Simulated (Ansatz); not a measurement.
Isolated molecules relaxed with PBE0-D4/def2-TZVP in Ansatz; ΔE leaves out vibrations. CCSD(T)/CBS adds triple-zeta CCSD(T) − MP2 to the extrapolated MP2 energy (def2 sets, frozen cores). Functionals use def2-TZVPP. B3LYP here is the variant with VWN-RPA as its local correlation; programs differ in this. Each species was taken in one conformer, which may not be the lowest.

Reaction (isomerisation): `N[Si]1(Cl)CO1` → `Cl[SiH]1NCO1`

```json
{"level": "r2SCAN-D4", "ΔE (kJ/mol)": "-15.4"}
{"level": "B3LYP-D4", "ΔE (kJ/mol)": "-19.0"}
{"level": "PBE", "ΔE (kJ/mol)": "-16.5"}
{"level": "SCS-MP2/def2-QZVPP", "ΔE (kJ/mol)": "-22.7"}
```

What does CCSD(T)/CBS give? (Best estimate.)

The calculation gave: -21.1 kJ/mol. The listed levels differ from it by 5.7, 2.1, 4.6, -1.6 kJ/mol.

Largest T1 diagnostic among the species: 0.011.

From PBE to PBE0 (25 % exact exchange), in def2-TZVPP and without D4, ΔE moves by −8.2 kJ/mol. In def2-TZVPP, CCSD(T) changes the Hartree–Fock value by +17.3 kJ/mol (the triples alone add +2.5 kJ/mol) and MP2 by +20.2 kJ/mol.
